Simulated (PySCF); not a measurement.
Compound: C6H9BrO.
Bonds: C1–C2 (triple), C2–C3, C3–C4, C4–O5, O5–C6, C6–C7, C7–Br8. Hydrogens: H9 on C1; H10, H11 on C3; H12, H13 on C4; H14, H15 on C6; H16, H17 on C7.

Computed, not measured: PBE0-D3(BJ)/def2-SVP geometry optimisation, gas phase (PySCF).

Task: List the bond lengths, angles and torsions at this level.

Result: 
| bond | length (Å) | order |
| --- | --- | --- |
| C1≡C2 | 1.211 | triple |
| C2–C3 | 1.455 | single |
| C3–C4 | 1.521 | single |
| C4–O5 | 1.398 | single |
| O5–C6 | 1.397 | single |
| C6–C7 | 1.512 | single |
| C7–Br8 | 1.935 | single |
| C1–H9 | 1.074 | single |
| C3–H10, C3–H11 | 1.103 | single |
| C4–H12, C4–H13 | 1.108 | single |
| C6–H14, C6–H15 | 1.108 | single |
| C7–H16, C7–H17 | 1.097 | single |

Bonds in one row agree within 0.01 Å and their mean is given. Orders are formal, as drawn. A selection of angles:
| angle | degrees |
| --- | --- |
| C2–C1–H9 | 179.8 |
| C1–C2–C3 | 179.2 |
| C2–C3–C4 | 112.6 |
| C2–C3–H10 | 110.1 |
| C4–C3–H10 | 108.7 |
| H10–C3–H11 | 106.4 |
| C3–C4–O5 | 107.9 |
| C3–C4–H12 | 110.0 |
| O5–C4–H12 | 111.0 |
| H12–C4–H13 | 106.9 |
| C4–O5–C6 | 113.9 |
| O5–C6–C7 | 107.1 |
| O5–C6–H14 | 111.3 |
| C7–C6–H14 | 110.0 |
| H14–C6–H15 | 107.1 |
| C6–C7–Br8 | 110.6 |
| C6–C7–H16 | 111.0 |
| Br8–C7–H16 | 107.4 |
| H16–C7–H17 | 109.2 |

Torsions: C2–C3–C4–O5 180° (antiperiplanar); C3–C4–O5–C6 180° (antiperiplanar); C4–O5–C6–C7 180° (antiperiplanar); O5–C6–C7–Br8 180° (antiperiplanar).

The C–C distances run from 1.211 Å (C1≡C2, drawn triple) to 1.521 Å (C3–C4, drawn single), a spread of 0.310 Å. Of the pairs four or more bonds apart, H12···H14 is among the closest relative to their van der Waals radii: 2.44 Å, 102 % of the sum of Bondi's values. The 8 heavy atoms lie in one plane (0.004 Å rms).

Point group: Cs (every atom within 0.08 Å of its image). PBE0-D3(BJ)/def2-SVP frequencies: not computed here. The numbers are those of one conformer.
